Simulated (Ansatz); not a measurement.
`[NH2][GeH][Cl]`• → Cl• + Ge• + 3 H• + N•  (atomization)

Calculated with Ansatz (gas phase, PBE0-D4/def2-TZVP geometries, no zero-point term in ΔE). CCSD(T)/CBS is the MP2 limit (def2-TZVPP, def2-QZVPP) plus CCSD(T) − MP2 in def2-TZVPP, frozen cores. This one scheme is used for every species, atoms too. DFT in def2-TZVPP. B3LYP here is the variant with VWN-RPA as its local correlation; programs differ in this. HSE06 is defined as in plane-wave codes. Open shells (•) are unrestricted, without spin–orbit coupling. Spin–orbit coupling would lower the free atoms: a little for Cl; clearly for Ge. Bonds to Ge are less sure, by a few kJ/mol each and by 10 to 20 or more in all where they break to atoms, as the def2 sets lack core-valence functions. Scalar relativity is left out up to krypton. One conformer a species, not always the lowest.

```json
{"level": "LDA (SPW92)", "ΔE (kJ/mol)": "1983.3", "difference from CCSD(T)/CBS": "282.4"}
{"level": "PBE-D4", "ΔE (kJ/mol)": "1743.4", "difference from CCSD(T)/CBS": "42.5"}
{"level": "revPBE-D4", "ΔE (kJ/mol)": "1695.4", "difference from CCSD(T)/CBS": "-5.5"}
{"level": "BLYP-D4", "ΔE (kJ/mol)": "1712.0", "difference from CCSD(T)/CBS": "11.1"}
{"level": "r2SCAN-D4", "ΔE (kJ/mol)": "1714.4", "difference from CCSD(T)/CBS": "13.5"}
{"level": "B97M-V", "ΔE (kJ/mol)": "1727.8", "difference from CCSD(T)/CBS": "26.9"}
{"level": "PBE0-D4", "ΔE (kJ/mol)": "1700.1", "difference from CCSD(T)/CBS": "-0.8"}
{"level": "B3LYP-D4", "ΔE (kJ/mol)": "1705.0", "difference from CCSD(T)/CBS": "4.1"}
{"level": "r2SCANh-D4", "ΔE (kJ/mol)": "1698.6", "difference from CCSD(T)/CBS": "-2.3"}
{"level": "r2SCAN0-D4", "ΔE (kJ/mol)": "1676.3", "difference from CCSD(T)/CBS": "-24.6"}
{"level": "HSE06-D4", "ΔE (kJ/mol)": "1701.6", "difference from CCSD(T)/CBS": "0.7"}
{"level": "BHLYP-D4", "ΔE (kJ/mol)": "1643.7", "difference from CCSD(T)/CBS": "-57.2"}
{"level": "CAM-B3LYP-D4", "ΔE (kJ/mol)": "1707.0", "difference from CCSD(T)/CBS": "6.1"}
{"level": "ωB97X-V", "ΔE (kJ/mol)": "1717.2", "difference from CCSD(T)/CBS": "16.3"}
{"level": "ωB97M-V", "ΔE (kJ/mol)": "1705.7", "difference from CCSD(T)/CBS": "4.8"}
{"level": "B2PLYP", "ΔE (kJ/mol)": "1680.7", "difference from CCSD(T)/CBS": "-20.2"}
{"level": "PBE-QIDH", "ΔE (kJ/mol)": "1681.1", "difference from CCSD(T)/CBS": "-19.8"}
{"level": "PBE", "ΔE (kJ/mol)": "1732.0", "difference from CCSD(T)/CBS": "31.1"}
{"level": "revPBE", "ΔE (kJ/mol)": "1663.5", "difference from CCSD(T)/CBS": "-37.4"}
{"level": "BLYP", "ΔE (kJ/mol)": "1686.9", "difference from CCSD(T)/CBS": "-14.0"}
{"level": "PBE0", "ΔE (kJ/mol)": "1690.6", "difference from CCSD(T)/CBS": "-10.3"}
{"level": "B3LYP", "ΔE (kJ/mol)": "1686.3", "difference from CCSD(T)/CBS": "-14.6"}
{"level": "r2SCAN0", "ΔE (kJ/mol)": "1673.2", "difference from CCSD(T)/CBS": "-27.7"}
{"level": "HSE06", "ΔE (kJ/mol)": "1692.7", "difference from CCSD(T)/CBS": "-8.2"}
{"level": "CAM-B3LYP", "ΔE (kJ/mol)": "1697.2", "difference from CCSD(T)/CBS": "-3.7"}
{"level": "LC-ωPBE", "ΔE (kJ/mol)": "1681.8", "difference from CCSD(T)/CBS": "-19.1"}
{"level": "HF/def2-SVP", "ΔE (kJ/mol)": "1114.7", "difference from CCSD(T)/CBS": "-586.2"}
{"level": "MP2/def2-SVP", "ΔE (kJ/mol)": "1551.2", "difference from CCSD(T)/CBS": "-149.7"}
{"level": "CCSD/def2-SVP", "ΔE (kJ/mol)": "1515.9", "difference from CCSD(T)/CBS": "-185.0"}
{"level": "CCSD(T)/def2-SVP", "ΔE (kJ/mol)": "1537.4", "difference from CCSD(T)/CBS": "-163.5"}
{"level": "HF/def2-TZVPP", "ΔE (kJ/mol)": "1136.4", "difference from CCSD(T)/CBS": "-564.5"}
{"level": "MP2/def2-TZVPP", "ΔE (kJ/mol)": "1669.2", "difference from CCSD(T)/CBS": "-31.7"}
{"level": "SCS-MP2/def2-TZVPP", "ΔE (kJ/mol)": "1667.4", "difference from CCSD(T)/CBS": "-33.5"}
{"level": "CCSD/def2-TZVPP", "ΔE (kJ/mol)": "1617.3", "difference from CCSD(T)/CBS": "-83.6"}
{"level": "HF/def2-QZVPP", "ΔE (kJ/mol)": "1138.9", "difference from CCSD(T)/CBS": "-562.0"}
{"level": "MP2/def2-QZVPP", "ΔE (kJ/mol)": "1699.5", "difference from CCSD(T)/CBS": "-1.4"}
{"level": "SCS-MP2/def2-QZVPP", "ΔE (kJ/mol)": "1703.7", "difference from CCSD(T)/CBS": "2.8"}
{"level": "HF/CBS(def2)", "ΔE (kJ/mol)": "1139.4", "difference from CCSD(T)/CBS": "-561.5"}
{"level": "MP2/CBS(def2)", "ΔE (kJ/mol)": "1720.5", "difference from CCSD(T)/CBS": "19.6"}
{"level": "CCSD/CBS(def2)", "ΔE (kJ/mol)": "1668.5", "difference from CCSD(T)/CBS": "-32.4"}
{"level": "CCSD(T)/CBS", "ΔE (kJ/mol)": "1700.9", "difference from CCSD(T)/CBS": "0"}
```

Largest T1 diagnostic among the species: 0.014.

At CCSD(T), def2-SVP lies −163.5 kJ/mol from the extrapolated value and def2-TZVPP −51.2 kJ/mol: correlation converges slowly with the basis, and small sets miss more of it in the bonded molecule than in its fragments. Leaving LDA and LC-ωPBE aside and taking each functional with its dispersion term where it has one, the values spread over 99.7 kJ/mol, from BHLYP-D4 to PBE-D4. LDA lies +251.3 kJ/mol from PBE without D4, its usual overbinding. The D4 term adds +18.7 kJ/mol with B3LYP and +9.6 kJ/mol with PBE0; it sums over pairs of atoms, weighted by their polarisabilities, and B3LYP, whose exchange is more repulsive, gets the larger term.

For atomizations the MP2-based limit and the directly extrapolated one differ by several kJ/mol either way, and by 10 to 25 for some Ge, Se and Sn compounds, so smaller differences from it don't rank the levels.
